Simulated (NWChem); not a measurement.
# CH$_{6}$MgSi; SMILES [SiH3][Mg][CH3]

Results from NWChem. The geometry was optimised at B3LYP/6-31G* (spherical d). Level SCAN/def2-SVP: energy and gradient on several grids; changes count from the extra-fine grid, which is no exact limit either.

| grid | size of the energy change (μHa) | largest change of a gradient component (μHa/bohr) | time, medium = 1 (rough) |
|---|---|---|---|
| xcoarse | 4000 | 1000 | about 1 |
| coarse | 400 | 700 | about 1 |
| medium | 400 | 1000 | about 1 |
| fine | 700 | 600 | about 1 |
| xfine | < 10 | < 30 | 2 |
